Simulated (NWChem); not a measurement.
System meant: C$_{3}$H$_{10}$N cation; SMILES CC[NH2+]C

NWChem input:

```
start job
memory heap 200 mb stack 900 mb global 1100 mb
charge 1
geometry units angstroms noautosym nocenter noautoz
  C     -0.551080     1.590955     0.121677
  C      0.603312     0.714398    -0.323665
  N      0.559062    -0.676969     0.293312
  C     -0.582664    -1.549336    -0.136413
  H     -0.576242     1.720186     1.223264
  H     -0.413300     2.597698    -0.318630
  H     -1.535250     1.220751    -0.224724
  H      1.580845     1.141562    -0.024080
  H      0.620045     0.559417    -1.420878
  H      0.542800    -0.578956     1.326668
  H      1.451081    -1.160003     0.079643
  H     -0.543328    -1.666674    -1.234476
  H     -0.488272    -2.534658     0.354848
  H     -1.533636    -1.073250     0.158304
end
basis spherical
  * library def2-svp
end
dft
  xc m06-l
  iterations 150
end
property
  shielding
end
task dft property
```

End of the output:

```
 Vector   20  Occ=0.000000D+00  E=-1.034973D-01
              MO Center=  2.3D-01, -3.2D-01, -2.5D-01, r^2= 4.6D+00
   Bfn.  Coefficient  Atom+Function         Bfn.  Coefficient  Atom+Function
  ----- ------------  ---------------      ----- ------------  ---------------
    31      0.678739   3 N  s                23     -0.616591   2 C  pz
    73      0.607835   8 H  s                78     -0.570286   9 H  s
    49     -0.551463   4 C  px               93     -0.539670  12 H  s
    17     -0.494021   2 C  s                88      0.464226  11 H  s
    51     -0.437735   4 C  pz              103     -0.424702  14 H  s

 center of mass
 --------------
 x =   0.01764936 y =  -0.00564887 z =  -0.00107666

 moments of inertia (a.u.)
 ------------------
         381.356111991708          -0.678943947407          -0.160993919426
          -0.678943947407         134.274418684908           1.379055842199
          -0.160993919426           1.379055842199         444.012342844940

     Multipole analysis of the density
     ---------------------------------

     L   x y z        total         alpha         beta         nuclear
     -   - - -        -----         -----         ----         -------
     0   0 0 0      1.000000    -17.000000    -17.000000     35.000000

     1   1 0 0      0.628686      0.469693      0.469693     -0.310699
     1   0 1 0     -0.836918     -0.440561     -0.440561      0.044204
     1   0 0 1      0.316202      0.212226      0.212226     -0.108249

     2   2 0 0    -15.059802    -41.919602    -41.919602     68.779401
     2   1 1 0     -0.619786     -0.482782     -0.482782      0.345777
     2   1 0 1      0.561962      0.291875      0.291875     -0.021788
     2   0 2 0    -11.880247   -114.336299   -114.336299    216.792352
     2   0 1 1     -0.648414     -0.252487     -0.252487     -0.143439
     2   0 0 2    -16.207030    -23.352735    -23.352735     30.498441

          -----------------------------------------
          Chemical Shielding Tensors (GIAO, in ppm)
          -----------------------------------------

 ------------------------------------------------------------------------
  xm06: d2 not coded                    0
 ------------------------------------------------------------------------
 ------------------------------------------------------------------------
  current input line :
    30: task dft property
 ------------------------------------------------------------------------
 ------------------------------------------------------------------------
 This error has not yet been assigned to a category
 ------------------------------------------------------------------------
 For more information see the NWChem manual at https://nwchemgit.github.io

0: xm06: d2 not coded:Received an Error in Communication
```

Q: Can this run be used? If not, why, and what is the fix?

A: The run crashed. Cause: this functional's second derivatives, which shieldings need, aren't coded here; the fix takes a hybrid GGA instead. This input runs:
```
start job
memory heap 200 mb stack 900 mb global 1100 mb
charge 1
geometry units angstroms noautosym nocenter noautoz
  C     -0.551080     1.590955     0.121677
  C      0.603312     0.714398    -0.323665
  N      0.559062    -0.676969     0.293312
  C     -0.582664    -1.549336    -0.136413
  H     -0.576242     1.720186     1.223264
  H     -0.413300     2.597698    -0.318630
  H     -1.535250     1.220751    -0.224724
  H      1.580845     1.141562    -0.024080
  H      0.620045     0.559417    -1.420878
  H      0.542800    -0.578956     1.326668
  H      1.451081    -1.160003     0.079643
  H     -0.543328    -1.666674    -1.234476
  H     -0.488272    -2.534658     0.354848
  H     -1.533636    -1.073250     0.158304
end
basis spherical
  C library def2-svp
  N library def2-svp
  H library def2-svp
end
dft
  xc pbe0
  iterations 150
end
property
  shielding
end
task dft property
```
It converges to -174.50989 Ha (PBE0/def2-SVP, GIAO).
